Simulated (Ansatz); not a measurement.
Total energies of bis(4-tert-butylphenyl)iodonium cyclic bis(sulfonyl)imide (C23H26F6INO4S2) from Ansatz at PBE0-D4/def2-SVP, gas phase (1 Eh = 27.2114 eV = 2625.5 kJ/mol). The reference geometry is relaxed at PBE-D4/def2-SVP.

```csv
state,geometry,energy (Eh)
charge 0 singlet,reference,-2936.86856
charge 1 doublet,reference,-2936.55213
charge -1 doublet,reference,-2936.91478
charge -1 doublet,relaxed at PBE-D4/def2-SVP,-2936.95455
```

In the def2 sets I takes a core potential; there is no spin–orbit coupling. Single mean-field runs in def2-SVP are fitted with def2-universal-jkfit.

Q: Work out the vertical ionisation energy to the doublet.

A: E(charge 1 doublet) − E(charge 0 singlet) = -2936.55213 − (-2936.86856) = 0.31643 Eh = 8.61 eV. For comparison, −ε of the highest occupied level is 7.31 eV at this level, 1.30 eV less.

Q: Work out the vertical electron affinity, to the doublet.

A: E(charge 0 singlet) − E(charge -1 doublet) = -2936.86856 − (-2936.91478) = 0.04622 Eh = 1.26 eV. The basis lacks diffuse functions, which makes affinities too small.

Q: Give the fundamental gap IE − EA, the Mulliken electronegativity (IE + EA)/2 and the hardness (IE − EA)/2.

A: From the values in Eh: IE − EA = 0.31643 − 0.04622 = 0.27021 Eh = 7.35 eV; (IE + EA)/2 = 4.93 eV; (IE − EA)/2 = 3.68 eV. The HOMO–LUMO gap of the same run is 4.86 eV, 2.49 eV smaller than the fundamental gap.

Q: How much does the charge -1 doublet relax, and what is the adiabatic electron affinity?

A: Relaxation: -2936.91478 − (-2936.95455) = 0.03977 Eh = 1.08 eV. Adiabatic electron affinity: 0.08599 Eh = 2.34 eV, without zero-point energy. 

At PBE0-D4/def2-SVP the highest occupied level of the charge -1 doublet lies above zero (up to 0.06 eV). By energy differences its removal costs 1.26 eV (vertical, to the charge 0 singlet, at PBE0-D4/def2-SVP); self-interaction error and the lack of diffuse functions both raise the level.
